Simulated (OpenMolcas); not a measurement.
Fe VI: effect of the active space

* Program: OpenMolcas
* Method: MS-CASPT2 or its RAS form, IPEA 0.25 Eh, imaginary shift 0.1 Eh
* Basis: ANO-RCC-VTZP
* Scalar Hamiltonian: DKH2, point nucleus
* Spin-orbit coupling: RASSI with atomic mean-field integrals over the reference wave functions, term energies averaged over their components

A. 3 electrons in 5 orbitals (3d); 2S+1 = 4 even, 10 roots; 2S+1 = 2 even, 40 roots; closed shells correlated: 3s 3p; CASPT2 step about 10 core-seconds
B. 9 electrons in 8 orbitals (RAS1 3p, at most 2 holes; RAS2 3d); 2S+1 = 4 even, 10 roots; 2S+1 = 2 even, 40 roots; closed shells correlated: 3s; CASPT2 step of the order of 40 core-seconds
C. 3 electrons in 10 orbitals (3d 4d); 2S+1 = 4 even, 10 roots; 2S+1 = 2 even, 40 roots; closed shells correlated: 3s 3p; CASPT2 step about 6 core-minutes

Energies in eV above 3d³ ⁴F_3/2, the measured ground level; measured values from Corliss and Sugar, J. Phys. Chem. Ref. Data 11, 135 (1982).

```json
{"Level": "3d³ ⁴F_3/2", "A": "0.0000", "B": "0.0000", "C": "0.0000", "Measured": "0.0000"}
{"Level": "3d³ ⁴F_5/2", "A": "0.0674", "B": "0.0691", "C": "0.0676", "Measured": "0.0634"}
{"Level": "3d³ ⁴F_7/2", "A": "0.1580", "B": "0.1620", "C": "0.1585", "Measured": "0.1473"}
{"Level": "3d³ ⁴F_9/2", "A": "0.269", "B": "0.275", "C": "0.270", "Measured": "0.2480"}
{"Level": "3d³ ⁴P_1/2", "A": "2.430", "B": "2.433", "C": "2.437", "Measured": "2.3233"}
{"Level": "3d³ ⁴P_3/2", "A": "2.453", "B": "2.457", "C": "2.461", "Measured": "2.3485"}
{"Level": "3d³ ⁴P_5/2", "A": "2.537", "B": "2.543", "C": "2.547", "Measured": "2.4314"}
{"Level": "3d³ ²G_7/2", "A": "2.614", "B": "2.647", "C": "2.645", "Measured": "2.5561"}
{"Level": "3d³ ²G_9/2", "A": "2.706", "B": "2.740", "C": "2.738", "Measured": "2.6427"}
{"Level": "3d³ ²P_3/2 [61 %]", "A": "3.372", "B": "3.384", "C": "3.386", "Measured": "3.2502"}
{"Level": "3d³ ²P_1/2", "A": "3.398", "B": "3.399", "C": "3.404", "Measured": "3.2850"}
{"Level": "3d³ ²H_9/2", "A": "3.664", "B": "3.655", "C": "3.686", "Measured": "3.5614"}
{"Level": "3d³ ²D_5/2(1)", "A": "3.678", "B": "3.722", "C": "3.710", "Measured": "3.5316"}
{"Level": "3d³ ²D_3/2(1) [63 %]", "A": "3.683", "B": "3.712", "C": "3.705", "Measured": "3.5494"}
{"Level": "3d³ ²H_11/2", "A": "3.731", "B": "3.723", "C": "3.755", "Measured": "3.6207"}
{"Level": "3d³ ²F_7/2", "A": "5.930", "B": "5.940", "C": "5.954", "Measured": "5.7302"}
{"Level": "3d³ ²F_5/2", "A": "5.968", "B": "5.980", "C": "5.993", "Measured": "5.7781"}
{"Level": "3d³ ²D_5/2(2)", "A": "9.323", "B": "9.235", "C": "9.335", "Measured": "8.8906"}
{"Level": "3d³ ²D_3/2(2)", "A": "9.368", "B": "9.281", "C": "9.374", "Measured": "8.9329"}
```

Deviations, from unrounded energies. A percentage is the sum of absolute deviations over the sum of measured energies, with the sign that they share, or ± where signs differ.

| Against measurement | Levels | A | B | C |
| --- | --- | --- | --- | --- |
| mean absolute deviation (cm-1) | 18 | 1100 | 1100 | 1200 |
| fine structure of the ground term (%) | 3 | +7.7 | +10.4 | +8.1 |
| other terms of the ground configuration (%) | 15 | +3.9 | +3.9 | +4.3 |

A, B lie about equally close to measurement and C furthest from it. The largest miss of A in the table is 3d³ ²D_3/2(2), by +3500 cm-1. The ranking rests on the paired levels alone, and a cruder setting can come out closer through cancelling errors.

The two smallest mean deviations differ by little beside CASPT2's spread within terms, so their order carries little weight.

Among A to C the level of the table that moves most is 3d³ ²D_5/2(2), by 800 cm-1 (lowest in B, highest in C). Moves below CASPT2's spread within the term are not significant.

CASPT2 breaks the degeneracy within a term, and the mean is taken; among the terms shown or strongly mixed into the levels shown the widest spread is 1000 cm-1 (3d³ ⁴F, A). Active for correlation alone: 3p; no level in the range computed is led by a configuration that opens it, so any true level of that kind is missing (holds for B). The CASPT2 spread within a term exceeds the gap to the next term for 3d³ ²D(1) and 3d³ ²H, so the order of their levels is uncertain (holds for B). Active for correlation alone: 4d; no level in the range computed is led by a configuration that fills it, so any true level of that kind is missing (holds for C). Computed and measured levels are paired by configuration, term and J; levels that our copy of the source lacks, or whose pairing is in doubt (as where it misses far off the trend of its configuration), stay unpaired and out of the deviations. Levels of configurations outside the active space are missing.

A share in square brackets marks a mixed level and gives the weight of the term that names it, the lowest over the columns. A number in round brackets counts repeated terms of one configuration in the order of the reference energies.
